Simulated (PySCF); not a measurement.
Steps of a relaxation of [Gd(H2O)5]3+

[Gd(H2O)5]3+ (singlet in the valence; each metal's 4f electrons, 7 of them, lie in its core potential, out of spins and levels; a saddle point, relaxed within its symmetry). PySCF 2.14.0, RKS r2SCAN, Gd lcecp-1-SVP with ECP53, O def2-SVP, H def2-SVP; non-relativistic Hamiltonian with scalar-relativistic core potentials where named; density fitting; no spin-orbit coupling. Origin of the start: template. Columns: position (Å) and force (eV/Å). Energies are counted from the last step; some of the 17 steps are shown. Forces carry noise of the integration grid, about 0.01 to 0.03 eV/Å.

Run from Python with OMP_NUM_THREADS=4. Where DIIS fails, smearing, a level shift and second-order steps follow.
It took 120 s on 4 threads of Arm Neoverse V2 (shared host), from the converged density of the start.

```xyz
16
step 0  E = 0.342 eV
Gd    0.0000    0.0000    0.0000     0.00    0.00    0.00
O     0.0000    0.0000    2.4725    -0.05    0.00   -1.39
H     0.0000    0.7700    3.0625     0.00    0.32    0.36
H     0.0000   -0.7700    3.0625     0.00   -0.32    0.36
O     0.0000    0.0000   -2.4725    -0.05    0.00    1.39
H     0.0000   -0.7700   -3.0625     0.00   -0.32   -0.36
H     0.0000    0.7700   -3.0625     0.00    0.32   -0.36
O     2.4725   -0.0001    0.0000    -1.53    0.00    0.00
H     3.0625   -0.7701    0.0000     0.37   -0.35    0.00
H     3.0625    0.7699    0.0000     0.37    0.35    0.00
O    -1.2362    2.1412    0.0000     0.87   -1.31    0.00
H    -0.8643    3.0372    0.0000     0.11    0.52    0.00
H    -2.1980    2.2673    0.0000    -0.54    0.13    0.00
O    -1.2363   -2.1412    0.0000     0.87    1.31    0.00
H    -2.1982   -2.2671    0.0000    -0.54   -0.13    0.00
H    -0.8645   -3.0372    0.0000     0.11   -0.52    0.00
```

```xyz
16
step 5  E = 0.030 eV
Gd    0.0100    0.0000    0.0000     0.02    0.00    0.00
O    -0.0382    0.0000    2.3713    -0.03    0.00   -0.05
H    -0.0390    0.7682    2.9800    -0.01    0.03    0.04
H    -0.0391   -0.7682    2.9800    -0.01   -0.03    0.04
O    -0.0382    0.0000   -2.3713    -0.03    0.00    0.05
H    -0.0391   -0.7682   -2.9800    -0.01   -0.03   -0.04
H    -0.0390    0.7682   -2.9800    -0.01    0.03   -0.04
O     2.3555   -0.0001    0.0000    -0.03    0.00    0.00
H     2.9654   -0.7697    0.0000     0.02   -0.02    0.00
H     2.9655    0.7695    0.0000     0.02    0.02    0.00
O    -1.1370    2.0480    0.0000     0.03   -0.01    0.00
H    -0.7838    2.9646    0.0000     0.01    0.03    0.00
H    -2.1108    2.1821    0.0000    -0.02    0.01    0.00
O    -1.1371   -2.0479    0.0000     0.03    0.01    0.00
H    -2.1110   -2.1819    0.0000    -0.02   -0.01    0.00
H    -0.7840   -2.9646    0.0000     0.01   -0.03    0.00
```

```xyz
16
step 11  E = 0.005 eV
Gd    0.0851    0.0000    0.0000    -0.01    0.00    0.00
O    -0.3002    0.0000    2.3434     0.00    0.00   -0.03
H    -0.3847    0.7680    2.9480     0.00    0.02   -0.01
H    -0.3847   -0.7680    2.9480     0.00   -0.02   -0.01
O    -0.3002    0.0000   -2.3434     0.00    0.00    0.03
H    -0.3847   -0.7680   -2.9480     0.00   -0.02    0.01
H    -0.3847    0.7680   -2.9480     0.00    0.02    0.01
O     2.4173   -0.0001    0.0000     0.04    0.00    0.00
H     3.0294   -0.7692    0.0000     0.01   -0.01    0.00
H     3.0295    0.7690    0.0000     0.01    0.01    0.00
O    -0.8850    2.1395    0.0000    -0.06    0.02    0.00
H    -0.4769    3.0339    0.0000     0.03   -0.01    0.00
H    -1.8489    2.3329    0.0000     0.00    0.02    0.00
O    -0.8851   -2.1394    0.0000    -0.06   -0.02    0.00
H    -1.8490   -2.3327    0.0000     0.00   -0.02    0.00
H    -0.4771   -3.0338    0.0000     0.03    0.01    0.00
```

Task: Where does the relaxation end?

Result: It converges at step 16 in C2v:
```xyz
16
step 16  E = 0
Gd    0.1044    0.0000    0.0000
O    -0.3999    0.0000    2.3093
H    -0.5147    0.7699    2.9066
H    -0.5148   -0.7698    2.9066
O    -0.3999    0.0000   -2.3093
H    -0.5148   -0.7698   -2.9066
H    -0.5147    0.7699   -2.9066
O     2.4453   -0.0001    0.0000
H     3.0580   -0.7691    0.0000
H     3.0581    0.7689    0.0000
O    -0.8022    2.1761    0.0000
H    -0.3466    3.0470    0.0000
H    -1.7545    2.4197    0.0000
O    -0.8024   -2.1761    0.0000
H    -1.7546   -2.4195    0.0000
H    -0.3468   -3.0470    0.0000
```

Task: How did the contacts change?

Result: 
```tsv
contact	start (Å)	end (Å)
Gd1–O2 (H2O)	2.473	2.364
Gd1–O5 (H2O)	2.473	2.364
Gd1–O8 (H2O)	2.473	2.341
Gd1–O11 (H2O)	2.472	2.357
Gd1–O14 (H2O)	2.472	2.357
```


An lcecp potential fixes the number of 4f electrons, so in runs with it no electron can move into or out of that shell.
